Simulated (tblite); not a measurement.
C9H7 (doublet state).
Numbering: `[C:1]#[C:2]/[C:3](=[CH:4]\[C:5]#[CH:6])[C:7](=[CH2:8])[CH3:9]` (hydrogens: H10 on C4; H11 on C6; H12, H13 on C8; H14, H15, H16 on C9)

Structure optimised with GFN2-xTB, isolated species. This method treats the open shell by occupation alone, without spin polarisation.

(1) List the bond lengths, angles and torsions at this level.

## Answers

(1) 
| bond | length (pm) |
| --- | --- |
| C1≡C2 | 121.2 |
| C2–C3 | 142.0 |
| C3=C4 | 136.3 |
| C4–C5 | 139.6 |
| C5≡C6 | 120.5 |
| C3–C7 | 146.1 |
| C7=C8 | 133.4 |
| C7–C9 | 150.1 |
| C4–H10 | 108.2 |
| C6–H11 | 104.9 |
| C8–H12 | 107.7 |
| C8–H13 | 107.6 |
| C9–H14, C9–H15, C9–H16 | 108.9 |

Bonds in one row agree within 1 pm and their mean is given. A selection of angles:
| angle | degrees |
| --- | --- |
| C1–C2–C3 | 162.3 |
| C2–C3–C4 | 118.2 |
| C2–C3–C7 | 118.2 |
| C4–C3–C7 | 123.6 |
| C3–C4–C5 | 123.3 |
| C3–C4–H10 | 120.9 |
| C5–C4–H10 | 115.8 |
| C4–C5–C6 | 178.6 |
| C5–C6–H11 | 179.1 |
| C3–C7–C8 | 120.8 |
| C3–C7–C9 | 117.7 |
| C8–C7–C9 | 121.4 |
| C7–C8–H12 | 121.6 |
| C7–C8–H13 | 121.5 |
| H12–C8–H13 | 116.9 |
| C7–C9–H14 | 110.1 |
| C7–C9–H15 | 110.7 |
| H14–C9–H15 | 108.5 |
| H14–C9–H16 | 108.3 |

Torsions: C1–C2–C3–C4 90°; C2–C3–C4–C5 -5° (synperiplanar); C2–C3–C7–C8 -1° (synperiplanar). The mirror-image conformer, all signs reversed, is as good.

C7 (carbon bonded to 3 C) is planar (angles 121.4°, 120.8° and 117.7°, sum 360.0°, 0.00 Å off the plane of its three neighbours). The C–C distances run from 1.205 Å (C5≡C6, drawn triple) to 1.501 Å (C7–C9, drawn single), a spread of 0.296 Å. C4 (carbon bonded to 2 C and H) is planar (angles 123.3°, 120.9° and 115.8°, sum 360.0°, 0.01 Å off the plane of its three neighbours). C8 (carbon bonded to C and 2 H) is planar (angles 121.6°, 121.5° and 116.9°, sum 360.0°, 0.00 Å off the plane of its three neighbours). C3 (carbon bonded to 3 C) is planar (angles 123.6°, 118.2° and 118.2°, sum 360.0°, 0.01 Å off the plane of its three neighbours). C2 (carbon bonded to 2 C) is bent (angle 162.3°). Of the pairs four or more bonds apart, C2···H13 is among the closest relative to their van der Waals radii: 2.47 Å, 85 % of the sum of Bondi's values.

Point group: C1 (no symmetry element, even within 0.4 Å). Its GFN2-xTB frequencies are all real (lowest 34 cm⁻¹). 2 starts were optimised and ended at 0.00 and 0.03 kcal/mol (GFN2-xTB); the lowest of these is shown.

These are computed values.
